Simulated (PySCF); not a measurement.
Breaking a bond: Cu₂, singlet.

Methods: UKS-B3LYP/6-31G* = unrestricted B3LYP/6-31G*, spherical d run with PySCF; UHF/6-31G* = PySCF with unrestricted Hartree-Fock/6-31G*, spherical d; UMP2/3-21G = unrestricted MP2 (frozen core)/3-21G run with PySCF; UCCSD(T) = CCSD(T) on UHF/def2-SVP, 10 core orbitals frozen run with PySCF 2.14.0.

Energies relative to the lowest point of each curve near equilibrium, in kJ/mol; the last columns give the difference from UCCSD(T):

```
R / Å  UKS-B3LYP/6-31G*  UHF/6-31G*  UMP2/3-21G  UCCSD(T)  UKS-B3LYP/6-31G* − UCCSD(T)  UHF/6-31G* − UCCSD(T)  UMP2/3-21G − UCCSD(T)
-----  ----------------  ----------  ----------  --------  ---------------------------  ---------------------  ---------------------
1.71              151.8       216.3       268.9     287.6                       -135.7                  -71.2                  -18.6
1.81               59.9       108.2       143.4     163.1                       -103.1                  -54.9                  -19.6
1.93                9.2        37.3        56.8      73.8                        -64.6                  -36.5                  -17.1
2.07                0.0         4.2        11.1      20.8                        -20.8                  -16.6                   -9.7
2.15                9.0         0.0         1.7       6.6                          2.3                   -6.6                   -5.0
2.20               17.8         1.1         0.0       2.1                         15.7                   -1.0                   -2.1
2.28               35.4         7.0         7.3       0.0                         35.4                    7.0                    7.3
2.33               47.8        12.6        12.7       1.2                         46.6                   11.4                   11.5
2.44               78.5        28.0        25.0       8.6                         69.9                   19.4                   16.5
2.49               89.7        35.6        30.5      13.4                         76.3                   22.2                   17.0
2.65              120.4        59.6        46.5      32.9                         87.5                   26.8                   13.7
2.81              143.7        80.8        62.4      54.9                         88.8                   25.9                    7.5
3.07              169.6       107.6        92.4      90.8                         78.8                   16.8                    1.6
3.42              188.5       130.9       142.0     131.9                         56.6                   -1.1                   10.1
3.73              196.7       143.0       187.7     157.5                         39.2                  -14.6                   30.1
4.12              202.1       152.5       211.1     174.6                         27.5                  -22.1                   36.6
4.56              205.9       159.5       221.7     181.7                         24.2                  -22.2                   40.0
5.03              208.2       164.0       226.1     184.3                         23.9                  -20.3                   41.8
5.64              209.7       166.5       228.1     185.6                         24.1                  -19.1                   42.5
6.23              209.9       167.3       228.7     186.1                         23.8                  -18.8                   42.6
6.84              209.9       167.6       228.8     186.3                         23.5                  -18.7                   42.5
8.02              209.8       167.8       228.9     186.5                         23.3                  -18.7                   42.4
9.17              209.8       167.8       228.9     186.5                         23.2                  -18.7                   42.3
```

UKS-B3LYP/6-31G* is furthest from UCCSD(T) at 1.71 (-135.7 kJ/mol, below); its mean absolute difference over the points is 48.5 kJ/mol.

UHF/6-31G* is furthest from UCCSD(T) at 1.71 (-71.2 kJ/mol, below); its mean absolute difference over the points is 21.3 kJ/mol.

UMP2/3-21G is furthest from UCCSD(T) at 6.23 (42.6 kJ/mol, above); its mean absolute difference over the points is 22.5 kJ/mol.

The unrestricted determinant behind UKS-B3LYP/6-31G* is spin-contaminated at 2.07 to 9.17 Å (<S²> up to 1.0, against 0.00 for a pure singlet). The unrestricted determinant behind UHF/6-31G*, UCCSD(T) is spin-contaminated at 2.44 to 9.17 Å (<S²> up to 1.0, against 0.00 for a pure singlet). The unrestricted determinant behind UMP2/3-21G is spin-contaminated at 1.71 to 9.17 Å (<S²> up to 2.1, against 0.00 for a pure singlet).
